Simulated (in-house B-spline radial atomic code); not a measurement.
Settings and results of a run for the erbium ion Er²⁺. Computed with an all-electron radial atomic-structure program (B-spline basis): Dirac-Kohn-Sham LDA VWN5, spherical fractional occupations, Fermi nucleus of rms radius 5.2516 fm, inside a hard spherical wall at 5.7 bohr.

Command:
```bash
python run_scf.py task.json out
```
Settings (nuclear radius in fm, mass in u):
```
Z                68
configuration    [Kr] 4d9 4f12 5s2 5p6 5f1
hamiltonian      dirac
method           lda,vwn
spin_polarised   False
nucleus          fermi
rms_radius       5.2516
atomic_mass      165.9303
speed_of_light   137.035999084
wall_radius      5.7
```

Output (hartree, bohr):
```
 radial grid: 62 intervals, B-splines of order 8, outer radius 5.7 bohr

 iter        energy (Eh)    residual
    1      -13079.947143    4.10e-01
    2      -13076.398031    4.92e-01
    3      -13081.364297    2.15e-01
    4      -13082.154679    1.22e-01
    5      -13078.711507    3.27e-01
    6      -13082.606437    1.60e-02
    7      -13082.616239    4.73e-03
    8      -13082.617261    1.69e-04
    9      -13082.617262    1.53e-06
   10      -13082.617262    1.24e-07

 total energy                    -13082.61726
 kinetic                           14434.2976
 electron-nucleus                 -32314.5214
 Hartree                            5067.3749
 exchange-correlation               -269.7683

 first-order corrections (not in the total)
   Gaunt                            14.2956
   retardation                      -1.5106
   frequency dependence             -0.2126
   self-energy                      10.1563
   Uehling                          -1.7407
   Wichmann-Kroll                    0.0606

 orbital      occ     eigenvalue          <r>       <r^2>       <1/r>       r_max    small
 1s1/2      2.000     -2104.7991    0.0203865 0.000568781     77.4765     0.01287  6.47e-02
 2s1/2      2.000      -354.4210    0.0859481  0.00878589     18.6357     0.07347  1.44e-02
 2p1/2      2.000      -337.8157    0.0714879  0.00633245     18.6198     0.05513  1.45e-02
 2p3/2      4.000      -304.1565    0.0787605  0.00755078     16.1492     0.06135  1.33e-02
 3s1/2      2.000       -80.1744     0.225075   0.0580319     6.81976      0.2076  4.65e-03
 3p1/2      2.000       -72.8615      0.21469   0.0536554     6.74098       0.195  4.60e-03
 3p3/2      4.000       -65.7894     0.228408   0.0605099     6.10799      0.2081  4.26e-03
 3d3/2      4.000       -53.2251     0.201202   0.0476119     5.99705       0.164  4.15e-03
 3d5/2      6.000       -51.6766     0.205453   0.0495104     5.84248      0.1677  4.05e-03
 4s1/2      2.000       -16.5815     0.507648    0.291254     2.86079      0.4741  1.51e-03
 4p1/2      2.000       -13.6538      0.51625    0.303688     2.75414       0.476  1.42e-03
 4p3/2      4.000       -12.0493     0.547732    0.341568     2.53396      0.5038  1.30e-03
 4d3/2      3.600        -7.2136      0.57489    0.383855     2.31627      0.5058  1.12e-03
 4d5/2      5.400        -6.9206     0.585965    0.398653     2.26224      0.5148  1.08e-03
 4f5/2      5.143        -1.0718      0.75316    0.737236     1.73262      0.5008  6.82e-04
 4f7/2      6.857        -1.0285     0.765684     0.76425      1.7081       0.506  6.67e-04
 5s1/2      2.000        -2.7256       1.2274     1.69477     1.09086         1.1  3.20e-04
 5p1/2      2.000        -1.9051       1.3677     2.12155    0.967286       1.193  2.56e-04
 5p3/2      4.000        -1.6865      1.46685     2.44041    0.890815       1.276  2.24e-04
 5f5/2      0.429        -0.0282      3.38695     12.3083    0.349793       3.485  4.46e-05
 5f7/2      0.571        -0.0266      3.39027     12.3378    0.351141       3.492  4.57e-05
```

Cost of the run: 0.9 s on 1 thread of Arm Neoverse V1 (shared host).

For the Dirac Hamiltonian the kinetic term is c α·p + (β - 1)c².
